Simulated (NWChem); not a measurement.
Program: NWChem. System: aminoborane (H4BN), charge 0, spin multiplicity 1, at a geometry optimised with PBE0/def2-SVP. Level: PBE0/def2-SVP.

Part of the output:

```
             Northwest Computational Chemistry Package (NWChem) 7.3.0
             --------------------------------------------------------

                                NWChem Input Module
                                -------------------

 Scaling coordinates for geometry "geometry" by  1.889725989
 (inverse scale =  0.529177249)

                             Geometry "geometry" -> ""
                             -------------------------

 Output coordinates in angstroms (scale by  1.889725989 to convert to a.u.)

  No.       Tag          Charge          X              Y              Z
 ---- ---------------- ---------- -------------- -------------- --------------
    1 B                    5.0000     0.00000000     0.00000000    -0.77616900
    2 N                    7.0000     0.00000000     0.00000000     0.61117200
    3 H                    1.0000    -1.05745900     0.00000000    -1.36449800
    4 H                    1.0000     1.05745900     0.00000000    -1.36449800
    5 H                    1.0000     0.84635900     0.00000000     1.16582000
    6 H                    1.0000    -0.84635900     0.00000000     1.16582000

 Effective nuclear repulsion energy (a.u.)      32.1623911287

            Nuclear Dipole moment (a.u.)
            ----------------------------
        X                 Y               Z
 ---------------- ---------------- ----------------
     0.0000000000     0.0000000000     0.0000056692


 Summary of "ao basis" -> "" (spherical)
 ------------------------------------------------------------------------------
       Tag                 Description            Shells   Functions and Types
 ---------------- ------------------------------  ------  ---------------------
 *                          def2-svp                  on all atoms

                                 NWChem DFT Module
                                 -----------------

 Summary of "ao basis" -> "ao basis" (spherical)
 ------------------------------------------------------------------------------
       Tag                 Description            Shells   Functions and Types
 ---------------- ------------------------------  ------  ---------------------
 B                          def2-svp                 6       14   3s2p1d
 N                          def2-svp                 6       14   3s2p1d
 H                          def2-svp                 3        5   2s1p

 Summary of "ao basis" -> "ao basis" (spherical)
[...]
  ----- ------------  ---------------      ----- ------------  ---------------
     6      0.371774  1 B  pz                20     -0.279121  2 N  pz
    29      0.246756  3 H  s                 34      0.246756  4 H  s
     2      0.187329  1 B  s                 16     -0.116369  2 N  s
    30      0.108700  3 H  s                 35      0.108700  4 H  s
     1      0.099333  1 B  s                 23      0.093438  2 N  pz

 Vector    7  Occ=2.000000D+00  E=-3.221467D-01
              MO Center= -1.9D-07, -1.8D-12, -1.0D+00, r^2= 1.9D+00
   Bfn.  Coefficient  Atom+Function         Bfn.  Coefficient  Atom+Function
  ----- ------------  ---------------      ----- ------------  ---------------
     4      0.394181  1 B  px                29      0.315784  3 H  s
    34     -0.315784  4 H  s                 30      0.176652  3 H  s
    35     -0.176652  4 H  s                 39      0.124994  5 H  s
    44     -0.124994  6 H  s                  7     -0.124126  1 B  px
    18     -0.116554  2 N  px                40      0.074569  5 H  s

 Vector    8  Occ=2.000000D+00  E=-3.148622D-01
              MO Center=  5.3D-09, -6.6D-10,  3.9D-01, r^2= 1.1D+00
   Bfn.  Coefficient  Atom+Function         Bfn.  Coefficient  Atom+Function
  ----- ------------  ---------------      ----- ------------  ---------------
    19      0.539736  2 N  py                22     -0.421243  2 N  py
     5      0.222534  1 B  py                 8     -0.121156  1 B  py
    11     -0.030651  1 B  d -1

 Vector    9  Occ=0.000000D+00  E= 2.025306D-02
              MO Center=  7.0D-09,  2.7D-10, -6.8D-01, r^2= 2.4D+00
   Bfn.  Coefficient  Atom+Function         Bfn.  Coefficient  Atom+Function
  ----- ------------  ---------------      ----- ------------  ---------------
     8      0.694739  1 B  py                 5     -0.485076  1 B  py
    22     -0.416720  2 N  py                19      0.298828  2 N  py

 Vector   10  Occ=0.000000D+00  E= 6.801609D-02
              MO Center=  4.7D-07, -6.3D-11,  1.2D+00, r^2= 3.7D+00
   Bfn.  Coefficient  Atom+Function         Bfn.  Coefficient  Atom+Function
  ----- ------------  ---------------      ----- ------------  ---------------
    17      1.543905  2 N  s                 40     -0.925449  5 H  s
    45     -0.925449  6 H  s                  9     -0.379355  1 B  pz
    23      0.279759  2 N  pz                16      0.206371  2 N  s
    20     -0.159173  2 N  pz                 3     -0.130575  1 B  s
    15      0.126923  2 N  s                  6      0.125359  1 B  pz

 Vector   11  Occ=0.000000D+00  E= 1.205830D-01
              MO Center= -4.0D-07, -3.2D-12,  1.0D+00, r^2= 4.0D+00
   Bfn.  Coefficient  Atom+Function         Bfn.  Coefficient  Atom+Function
  ----- ------------  ---------------      ----- ------------  ---------------
    40      1.318242  5 H  s                 45     -1.318242  6 H  s
    21     -0.717631  2 N  px                30     -0.580096  3 H  s
    35      0.580096  4 H  s                  7     -0.485472  1 B  px
    18      0.325458  2 N  px                 4      0.208051  1 B  px
    39      0.136345  5 H  s                 44     -0.136345  6 H  s

 center of mass
 --------------
 x =   0.00000000 y =   0.00000000 z =  -0.02519746

 moments of inertia (a.u.)
 ------------------
          65.529889952060           0.000000000000           0.000000000000
           0.000000000000          78.734960089179           0.000000000000
           0.000000000000           0.000000000000          13.205070137119

     Multipole analysis of the density
     ---------------------------------

     L   x y z        total         alpha         beta         nuclear
     -   - - -        -----         -----         ----         -------
     0   0 0 0     -0.000000     -8.000000     -8.000000     16.000000

     1   1 0 0     -0.000000     -0.000000     -0.000000      0.000000
     1   0 1 0      0.000000      0.000000      0.000000      0.000000
     1   0 0 1      0.876244      0.438119      0.438119      0.000006

     2   2 0 0     -9.703936    -11.403239    -11.403239     13.102543
     2   1 1 0     -0.000000     -0.000000     -0.000000      0.000000
     2   1 0 1     -0.000000     -0.000000     -0.000000      0.000000
     2   0 2 0    -10.832226     -5.416113     -5.416113      0.000000
     2   0 1 1      0.000000      0.000000      0.000000      0.000000
     2   0 0 2     -9.706166    -26.402478    -26.402478     43.098790

 Task  times  cpu:        0.8s     wall:        0.8s

 Total times  cpu:        0.8s     wall:        0.8s
```

Question: Write an NWChem input that would produce this output.

Answer: This is not unique; one that fits is 
```
start mol
memory heap 200 mb stack 900 mb global 1100 mb
geometry units angstroms nocenter noautoz noautosym
  B      0.000000     0.000000    -0.776169
  N      0.000000     0.000000     0.611172
  H     -1.057459     0.000000    -1.364498
  H      1.057459     0.000000    -1.364498
  H      0.846359     0.000000     1.165820
  H     -0.846359     0.000000     1.165820
end
basis spherical
  * library def2-svp
end
dft
  xc pbe0
  semidirect memsize 60000000 filesize 0
  iterations 100
end
task dft energy
```
